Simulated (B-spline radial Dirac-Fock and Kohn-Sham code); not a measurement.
## Photoemission from Er²⁺ at Al Kα (taken as 1486.9 eV), detector at θ = 60°, φ = 180°

System: the Er²⁺ ion, [Xe] 4f12. Method: Dirac-Hartree-Slater photoionisation with a Latter tail; cross sections with all multipoles, angular parameters from the dipole term and its interference with E2. Computed with a radial atomic solver. Thresholds are orbital energies of the model. For linearly polarised light dσ/dΩ = σ/(4π) [1 + β P₂(cos θ) + (δ + γ cos²θ) sin θ cos φ], with θ from the polarisation vector and φ the angle between the beam and the projection of the electron momentum on the plane normal to the polarisation. The dipole factor is 1 + βP₂ and the non-dipole term is the rest of the bracket. Open shells are filled statistically over j.

| subshell | threshold (eV) | σ (kb) | β | γ | δ | dipole factor | non-dipole term | dσ/dΩ (kb/sr) |
| --- | --- | --- | --- | --- | --- | --- | --- | --- |
| 3d3/2 | 1469.8 | 494 | 0.78 | 0.00 | -0.002 | 0.902 | +0.001 | 35.5 |
| 3d5/2 | 1426.6 | 826 | 0.43 | -0.04 | -0.001 | 0.947 | +0.009 | 62.8 |
| 4s | 451.9 | 22.4 | 1.94 | 0.40 | 0.000 | 0.757 | -0.086 | 1.20 |
| 4p1/2 | 372.1 | 26.6 | 1.62 | 0.19 | 0.003 | 0.798 | -0.043 | 1.59 |
| 4p3/2 | 327.8 | 59.6 | 1.61 | 0.11 | 0.002 | 0.799 | -0.025 | 3.67 |
| 4d3/2 | 195.1 | 70.3 | 1.30 | -0.02 | 0.016 | 0.837 | -0.008 | 4.64 |
| 4d5/2 | 187.0 | 101 | 1.32 | -0.01 | 0.015 | 0.835 | -0.010 | 6.63 |
| 4f5/2 | 25.67 | 22.9 | 1.07 | 0.37 | 0.100 | 0.866 | -0.167 | 1.28 |
| 4f7/2 | 24.46 | 29.0 | 1.06 | 0.38 | 0.100 | 0.868 | -0.169 | 1.61 |
| 5s | 71.66 | 4.05 | 1.95 | 0.27 | 0.000 | 0.756 | -0.059 | 0.225 |
| 5p1/2 | 49.62 | 3.79 | 1.69 | 0.10 | -0.002 | 0.788 | -0.019 | 0.232 |
| 5p3/2 | 43.89 | 7.83 | 1.68 | 0.04 | -0.001 | 0.790 | -0.009 | 0.487 |
